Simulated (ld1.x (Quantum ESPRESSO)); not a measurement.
## Before and after: TM potential for aluminium

```
Element                 : aluminium
Generator               : ld1.x (Quantum ESPRESSO) 7.5
Type                    : norm-conserving Troullier–Martins (Kleinman–Bylander form)
Functional              : PBE
Relativity              : non-relativistic
Frozen core             : [Ne]
Valence charge          : 3
Reference configuration : 3s2 3p0.75 (charge +0.25)
Partial waves           : 3s (bound): rc 1.80 bohr; 3d channel at 0.1 Ry: rc 2.10 bohr; 3p (bound): rc 2.20 bohr
Local potential         : the p channel
Core correction         : none
```

Change: all radii scaled by about 1.19 (s 2.14, p 2.62, d 2.50 bohr).

Cutoffs: the cutoffs (Ry, on a coarse ladder) from which the occupation-weighted sum of valence levels, in a spherical-Bessel basis at the reference potential, stays within 10 and 1 mRy of its value at 400 Ry; they do not see the model core or the augmentation charge, which bear on the density cutoff. Errors are all-electron minus pseudo energies relative to the spin-unpolarised reference configuration.

What does the change do?

The potential gets softer (10 Ry and 30 Ry → 10 Ry and 25 Ry); the errors of the 7 common tests hardly move; neither file shows a bound ghost. A larger radius leaves more room for a smooth pseudo-wave, so fewer plane waves are needed.

```tsv
quantity	base	changed
cutoff, loose	10 Ry	10 Ry
cutoff, tight	30 Ry	25 Ry
bound ghosts	none	none
error for 3s2 3p1, meV [ΔE -0.86 eV]	-0.1	-0.1
error for 3s2 3p0, meV [ΔE 4.91 eV]	-2.1	-1.8
error for 3s1 3p0, meV [ΔE 24.11 eV]	+20	+20
error for 3s1 3p2, meV [ΔE 4.25 eV]	+6.1	+6.5
error for 3s1 3p1, meV [ΔE 10.69 eV]	+9.6	+9.3
error for 3s2 3p1.3, meV [ΔE -1.43 eV]	-0.3	-0.2
error for 3s0 3p3, meV [ΔE 9.52 eV]	+28	+30
```
